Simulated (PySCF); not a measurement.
Compound: C₂H₉BGe.
SMILES with atom numbers: `[CH3:1][B:2]([CH3:3])[GeH3:4]` (hydrogens: H5, H6, H7 on C1; H8, H9, H10 on C3; H11, H12, H13 on Ge4)

Computed, not measured: PySCF, PBE0-D3(BJ)/def2-SVP geometry optimisation, gas phase.

Give the optimised bond lengths and angles.

```csv
bond,length (Å),order
"C1–B2, B2–C3",1.565,single
B2–Ge4,2.086,single
C1–H5 and 5 like bonds,1.104,single
"Ge4–H11, Ge4–H12, Ge4–H13",1.546,single
```

Bonds in one row agree within 0.01 Å and their mean is given. Orders are formal, as drawn. A selection of angles:
```csv
angle,degrees
B2–C1–H5,109.5
B2–C1–H6,115.1
H5–C1–H6,108.8
H5–C1–H7,104.0
C1–B2–C3,123.8
C1–B2–Ge4,118.7
C3–B2–Ge4,117.6
B2–C3–H10,111.0
H8–C3–H9,108.4
B2–Ge4–H11,114.0
B2–Ge4–H12,111.2
H11–Ge4–H12,106.8
H12–Ge4–H13,105.9
```

Ge4 (germanium bonded to B and 3 H) is distorted tetrahedral (angles from 105.9° to 114.0°). B2 (three-coordinate boron) is planar (angles 123.8°, 118.7° and 117.6°, sum 360.0°, 0.01 Å off the plane of its three neighbours). The 4 heavy atoms lie in one plane (0.003 Å rms).

Point group: near Cs, missed by 0.21 Å at most; the miss may be what the optimiser left on a soft mode. Stationary, but not proved a minimum.

Time: 28 s; peak memory 0.49 GiB. Hardware: one thread of an Arm Neoverse V1, no GPU, shared host with 32 logical CPUs at a one-minute load of 31. These figures are those of the optimisation.
